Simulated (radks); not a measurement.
Species: the aluminium ion Al3+. Configuration: [He] 2s2 2p5 3s1 (not the ground configuration).

Method: scalar-relativistic Kohn-Sham, BLYP, spin-polarised, spherical densities, finite nucleus; open shells are filled with parallel spins first; Fermi nuclear charge, rms radius 3.061 fm; computed with a radial shooting solver on a logarithmic mesh with Libxc functionals.

Energy parts (hartree):
part                      energy
total                 -238.06835
kinetic                238.59302
electron-nucleus      -550.95160
Hartree                 91.39418
exchange-correlation   -17.10395

Orbitals (lengths in bohr, moments of r in powers of bohr):
| orbital | occ. | eigenvalue (hartree) | <r^4> |
|---|---|---|---|
| 1s up | 1 | -57.90284 | 0.0009808 |
| 1s down | 1 | -57.84154 | 0.0009769 |
| 2s up | 1 | -5.94238 | 0.3476 |
| 2s down | 1 | -5.82464 | 0.3559 |
| 2p up | 3 | -4.56940 | 0.3547 |
| 2p down | 2 | -4.44190 | 0.3684 |
| 3s up | 1 | -1.43036 | 25.87 |

The highest occupied level is 3s up at -38.922 eV. The spin density at the nucleus is 6.508 e/bohr^3 (1s -0.749, 2s 0.750, 3s 6.507).
